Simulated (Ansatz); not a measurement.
Born–Oppenheimer molecular dynamics of H₆O₂Si₂ (10 atoms, charge 0, multiplicity 1). It starts from a relaxed structure.

All numbers below come from RKS r2SCAN/6-31G in Ansatz.

```json
{"ensemble": "NVE (velocity Verlet)", "time step": "0.5 fs", "steps asked": "166", "starting velocities drawn for": "300 K", "seed": "844076"}
```

First frame:

```xyz
10
Properties=species:S:1:pos:R:3
Si -0.114 -0.028 -0.311
O -0.876 -0.529 1.105
Si -1.387 -0.487 2.723
H -2.592 -1.372 2.867
H -0.291 -0.988 3.623
H -1.751 0.918 3.126
O 1.600 -0.036 -0.183
H 2.126 -0.845 -0.080
H -0.430 1.405 -0.596
H -0.578 -0.970 -1.388
```

Task: What does the run give?

Result: All steps were run.

```json
{"steps done": "166", "time covered": "83 fs", "mean temperature over the second half": "148 K", "spread of the potential energy over the second half": "5.0 meV per atom", "mean potential energy of the second half above the start": "15.8 meV per atom"}
```

The conserved energy stayed within 0.21 meV per atom of its start (net change 0.099 meV per atom), so the integration is sound. Over the second half the temperature averaged 0.49 of the 300 K drawn at the start: a run that starts near a minimum puts about half its kinetic energy into the potential. A run of 0.083 ps of so small a system gives no equilibrium averages. Limits of this set-up: no polarisation functions.

Task: What happens to the structure?

Result: The same pairs are bonded in the first frame and the last. Pairs count as bonded within 1.25 times the sum of covalent radii (0.12 Å more for H–H). The details hang on the random start.

Task: How do temperature and energy run in time?

Result: 
```json
{"time (fs)": "0", "T (K)": "300", "potential energy less start (eV)": "0.000", "conserved less start (meV/atom)": "0.00"}
{"time (fs)": "2.5", "T (K)": "175", "potential energy less start (eV)": "0.130", "conserved less start (meV/atom)": "0.15"}
{"time (fs)": "5", "T (K)": "117", "potential energy less start (eV)": "0.190", "conserved less start (meV/atom)": "0.13"}
{"time (fs)": "7.5", "T (K)": "162", "potential energy less start (eV)": "0.144", "conserved less start (meV/atom)": "0.08"}
{"time (fs)": "10", "T (K)": "100", "potential energy less start (eV)": "0.207", "conserved less start (meV/atom)": "0.11"}
{"time (fs)": "12.5", "T (K)": "72", "potential energy less start (eV)": "0.237", "conserved less start (meV/atom)": "0.16"}
{"time (fs)": "15", "T (K)": "213", "potential energy less start (eV)": "0.091", "conserved less start (meV/atom)": "0.05"}
{"time (fs)": "17.5", "T (K)": "186", "potential energy less start (eV)": "0.119", "conserved less start (meV/atom)": "0.08"}
{"time (fs)": "20", "T (K)": "117", "potential energy less start (eV)": "0.190", "conserved less start (meV/atom)": "0.17"}
{"time (fs)": "22.5", "T (K)": "199", "potential energy less start (eV)": "0.105", "conserved less start (meV/atom)": "0.05"}
{"time (fs)": "25", "T (K)": "152", "potential energy less start (eV)": "0.153", "conserved less start (meV/atom)": "0.08"}
{"time (fs)": "27.5", "T (K)": "63", "potential energy less start (eV)": "0.247", "conserved less start (meV/atom)": "0.19"}
{"time (fs)": "30", "T (K)": "181", "potential energy less start (eV)": "0.123", "conserved less start (meV/atom)": "0.04"}
{"time (fs)": "32.5", "T (K)": "159", "potential energy less start (eV)": "0.147", "conserved less start (meV/atom)": "0.11"}
{"time (fs)": "35", "T (K)": "106", "potential energy less start (eV)": "0.202", "conserved less start (meV/atom)": "0.13"}
{"time (fs)": "37.5", "T (K)": "155", "potential energy less start (eV)": "0.151", "conserved less start (meV/atom)": "0.11"}
{"time (fs)": "40", "T (K)": "164", "potential energy less start (eV)": "0.141", "conserved less start (meV/atom)": "0.04"}
{"time (fs)": "42.5", "T (K)": "58", "potential energy less start (eV)": "0.253", "conserved less start (meV/atom)": "0.19"}
{"time (fs)": "45", "T (K)": "154", "potential energy less start (eV)": "0.151", "conserved less start (meV/atom)": "0.06"}
{"time (fs)": "47.5", "T (K)": "179", "potential energy less start (eV)": "0.126", "conserved less start (meV/atom)": "0.08"}
{"time (fs)": "50", "T (K)": "125", "potential energy less start (eV)": "0.182", "conserved less start (meV/atom)": "0.16"}
{"time (fs)": "52.5", "T (K)": "202", "potential energy less start (eV)": "0.102", "conserved less start (meV/atom)": "0.07"}
{"time (fs)": "55", "T (K)": "205", "potential energy less start (eV)": "0.099", "conserved less start (meV/atom)": "0.08"}
{"time (fs)": "57.5", "T (K)": "104", "potential energy less start (eV)": "0.204", "conserved less start (meV/atom)": "0.13"}
{"time (fs)": "60", "T (K)": "116", "potential energy less start (eV)": "0.192", "conserved less start (meV/atom)": "0.11"}
{"time (fs)": "62.5", "T (K)": "147", "potential energy less start (eV)": "0.159", "conserved less start (meV/atom)": "0.07"}
{"time (fs)": "65", "T (K)": "91", "potential energy less start (eV)": "0.217", "conserved less start (meV/atom)": "0.16"}
{"time (fs)": "67.5", "T (K)": "170", "potential energy less start (eV)": "0.135", "conserved less start (meV/atom)": "0.11"}
{"time (fs)": "70", "T (K)": "248", "potential energy less start (eV)": "0.054", "conserved less start (meV/atom)": "0.04"}
{"time (fs)": "72.5", "T (K)": "168", "potential energy less start (eV)": "0.138", "conserved less start (meV/atom)": "0.14"}
{"time (fs)": "75", "T (K)": "173", "potential energy less start (eV)": "0.132", "conserved less start (meV/atom)": "0.09"}
{"time (fs)": "77.5", "T (K)": "170", "potential energy less start (eV)": "0.135", "conserved less start (meV/atom)": "0.09"}
{"time (fs)": "80", "T (K)": "89", "potential energy less start (eV)": "0.220", "conserved less start (meV/atom)": "0.14"}
{"time (fs)": "82.5", "T (K)": "110", "potential energy less start (eV)": "0.198", "conserved less start (meV/atom)": "0.13"}
```

Run time: 6.1 min on 2 threads of Intel(R) Xeon(R) Platinum 8259CL CPU @ 2.50GHz (Skylake/Cascade Lake) (shared host), peak memory 0.15 GiB.
